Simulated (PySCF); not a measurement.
## Structure revision by computed shifts

A compound C$_{6}$H$_{8}$O$_{2}$Si gives the data below (simulated from a calculation) and was assigned the structure `COC(=O)C1=CC=C[SiH2]1`.

13C{1H} NMR (computed): δ 178.3 (C), 159.8 (C), 148.2 (CH), 138.6 (CH), 129.1 (CH), 22.9 (CH3).

1H NMR (600 MHz, computed): δ 7.15 (m, 1H), 6.71 (d, 1H), 6.18 (m, 1H), 4.81 (m, 2H), 2.31 (s, 3H).

[PySCF: GFN2-xTB structure; PBE0/pcSseg-1 with gauge-including orbitals; relativity neglected; a single conformation; one averaged value for each set of equivalent atoms; in vacuum]

δ = σ(ref) − σ, references computed at the same level: TMS for 1H and 13C.

**Question.** Compare with the shifts computed for the proposed structure, pairing carbons in order of shift.

**Answer.** Numbering as in the mapped SMILES `[CH3:1][O:2][C:3](=[O:4])[C:5]1=[CH:6][CH:7]=[CH:8][SiH2:9]1`. Hydrogens are named by the atom that carries them.

```
atom  computed for proposal  given list  difference
  C3                  170.9       178.3        -7.4
  C6                  166.3       159.8        +6.5
  C7                  155.3       148.2        +7.1
  C8                  146.5       138.6        +7.9
  C5                  140.1       129.1       +11.0
  C1                   49.9        22.9       +27.0
```

The rms difference is 13.3 ppm and the largest +27.0 ppm at C1 (methyl carbon bonded to O). The carbon types in order of shift don't match either: C, CH, CH, CH, C, CH3 for the proposal against C, C, CH, CH, CH, CH3 in the data. The proposal doesn't fit.

**Question.** Which isomer fits?

**Answer.** `O=C(C)OC1=CC=C[SiH2]1`.

- Carbon types of the structure: 2 × C, 3 × CH, 1 × CH3, leaving 2 H on heteroatoms.
- δC 178.3: ester carbonyl carbon; it is a carbonyl in resonance with an O or N lone pair, the region of acids, esters and amides.
- δC 159.8: alkene carbon bearing oxygen; an sp2 carbon further deshielded by the attached heteroatom.
- δC 148.2, 138.6: alkene CH; an sp2 carbon of a C=C bond.
- δC 129.1: β carbon of an enol-ether or enamine type C=C.

This is the structure that produced the data.

Shifts are as computed. Against solution values, carbons near 30 ppm lie about +3 ppm off and those near 130 ppm about +5 ppm. Of 1211 compounds with measured shifts, 218 miss one by over three times the rms of a fit or turn the order of signals round; such compounds aren't used in these exercises. Multiplicities follow the n + 1 count of equivalent neighbours, as no J values were calculated; m marks all less simple cases, F and P coupling included.
